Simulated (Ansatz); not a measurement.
Reaction (cleavage of the Si–Si bond): `N[Si](F)([SiH3])Cl` + `N[SiH2]O[SiH3]` → `[SiH3]N[SiH2]O[SiH3]` + `N[SiH](F)Cl`

Program: Ansatz. Geometries: PBE0-D4/def2-TZVP. ΔE: electronic, gas phase. CCSD(T)/CBS adds triple-zeta CCSD(T) − MP2 to the extrapolated MP2 energy (def2 sets, frozen cores). Functionals use def2-TZVPP. B3LYP here is the variant with VWN-RPA as its local correlation; programs differ in this. One conformer a species, not always the lowest.

Is it downhill or uphill in electronic energy at CCSD(T)/CBS, and by how much? (Best estimate.)

The calculation gave: Downhill: ΔE = -65.3 kJ/mol.

What do these levels give: PBE-D4, r2SCAN-D4, PBE0-D4, ωB97M-V, PBE, B3LYP, HF/def2-TZVPP, SCS-MP2/def2-TZVPP, CCSD/def2-TZVPP, MP2/def2-QZVPP, HF/CBS(def2), CCSD/CBS(def2)? (Estimate.)

Computed: PBE-D4 -42.5, r2SCAN-D4 -56.6, PBE0-D4 -50.3, ωB97M-V -66.9, PBE -40.2, B3LYP -57.2, HF/def2-TZVPP -77.5, SCS-MP2/def2-TZVPP -75.2, CCSD/def2-TZVPP -68.0, MP2/def2-QZVPP -73.6, HF/CBS(def2) -79.1, CCSD/CBS(def2) -67.0 kJ/mol.

Largest T1 diagnostic among the species: 0.011.

In def2-TZVPP, CCSD(T) changes the Hartree–Fock value by +11.1 kJ/mol (the triples alone add +1.6 kJ/mol) and MP2 by +3.8 kJ/mol. The D4 term adds −3.4 kJ/mol with B3LYP and −2.0 kJ/mol with PBE0; it sums over pairs of atoms, weighted by their polarisabilities, and B3LYP, whose exchange is more repulsive, gets the larger term. From PBE to PBE0 (25 % exact exchange), in def2-TZVPP and without D4, ΔE moves by −8.1 kJ/mol.
